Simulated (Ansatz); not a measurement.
Consider the hydrogenolysis of a Mg–O bond: `C[O][Mg][NH2]` + H₂ → `[NH2][MgH]` + CH₃OH.

Calculated with Ansatz (gas phase, PBE0-D4/def2-TZVP geometries, no zero-point term in ΔE). CBS: MP2 limit from def2 TZ/QZ plus the TZ coupled-cluster correction, frozen cores. This one scheme is used for every species. Functionals use def2-TZVPP. B3LYP here is the variant with VWN-RPA as its local correlation; programs differ in this. For Mg outer-core shells are correlated without core-valence functions, which leaves a few kJ/mol of doubt a bond. Each species was taken in one conformer, which may not be the lowest.

`C[O][Mg][NH2]`:

Cartesian coordinates in Å:
```
C 1.412 -0.440 -1.588
O 0.518 -0.167 -0.580
Mg -0.629 0.194 0.708
N -1.853 0.578 2.083
H 1.591 0.438 -2.226
H 1.055 -1.248 -2.244
H 2.390 -0.756 -1.194
H -1.628 0.902 3.011
H -2.857 0.500 2.029
```

H₂:

Cartesian coordinates in Å:
```
H 0.154 0.023 -0.339
H -0.154 -0.023 0.339
```

`[NH2][MgH]`:

```xyz
5

N    -0.010   -0.578   -0.629
Mg    0.012    0.700    0.761
H    -0.358   -1.524   -0.571
H     0.325   -0.446   -1.572
H     0.031    1.849    2.011
```

CH₃OH:

Cartesian coordinates in Å:
```
C 0.352 -0.039 -0.038
O -0.885 -0.016 0.636
H 1.113 -0.296 0.700
H 0.611 0.935 -0.470
H 0.381 -0.795 -0.833
H -1.572 0.210 0.005
```

```
           level  ΔE (kJ/mol)  difference from CCSD(T)/CBS
          B97M-V         71.9                        -29.6
        B3LYP-D4         95.4                         -6.1
      r2SCAN0-D4         95.7                         -5.8
        BHLYP-D4         93.0                         -8.5
         ωB97M-V         90.5                        -11.0
             PBE         86.5                        -15.0
         r2SCAN0         94.9                         -6.6
     HF/def2-SVP         94.3                         -7.2
   CCSD/def2-SVP        105.6                          4.1
CCSD(T)/def2-SVP        107.3                          5.8
     CCSD(T)/CBS        101.5                            0
```

Largest T1 diagnostic among the species: 0.010.

From r2SCAN to r2SCAN0 (25 % exact exchange), in def2-TZVPP and without D4, ΔE moves by −4.3 kJ/mol. At CCSD(T), def2-SVP lies +5.8 kJ/mol from the extrapolated value and def2-TZVPP −8.2 kJ/mol. The D4 term adds +3.3 kJ/mol with B3LYP and +1.9 kJ/mol with PBE0; it sums over pairs of atoms, weighted by their polarisabilities, and B3LYP, whose exchange is more repulsive, gets the larger term.
